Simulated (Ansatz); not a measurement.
## Abstraction of Cl: C2H5AlCl2 + C2H5Sn → C2H5AlCl + C2H5ClSn

Species: C2H5AlCl2 (ethylaluminum dichloride) `C[CH2][Al]([Cl])[Cl]`, singlet; C2H5Sn `C=[CH][SnH2]`, doublet; C2H5AlCl `C[CH2][Al][Cl]`, doublet; C2H5ClSn `C=[CH][SnH2][Cl]`, singlet. A radical takes Cl: the energy is the difference in strength between the Al–Cl bond broken and the Sn–Cl bond made.

Shapes, held fixed at every level: PBE0-D4/def2-TZVP. Flexible molecules stand in one conformer, not always the lowest. Programs: Ansatz 0.2.0. Electronic energies: no zero-point or thermal term.

```csv
level,kind,ΔE (kJ/mol),less CCSD(T)/def2-TZVPP
HF/def2-SVP,Hartree–Fock,+110.0,+4.8
HF/def2-TZVPP,Hartree–Fock,+100.2,-5.0
BHLYP-D4/def2-TZVPP,global hybrid,+102.8,-2.4
PBE0-D4/def2-TZVPP,global hybrid,+96.9,-8.3
wB97M-V/def2-TZVPP,range-separated hybrid,+111.6,+6.4
B2PLYP/def2-TZVPP,double hybrid,+104.0,-1.2
CCSD/def2-SVP,coupled cluster or CI,+115.1,+9.9
CCSD(T)/def2-TZVPP,coupled cluster or CI,+105.2,0.0
```

The highest level, CCSD(T)/def2-TZVPP, gives ΔE = +105.2 kJ/mol; the levels span +96.9 to +115.1. The column of differences is taken from that level and isn't an error. No measured value is set beside it here. Spin contamination: C2H5Sn (⟨S²⟩ up to 0.83). Open shells run unrestricted. For atoms past krypton def2 sets carry core potentials with scalar relativity. Outer-core shells of Sn are correlated in most correlated rows, in sets that cover them unevenly.
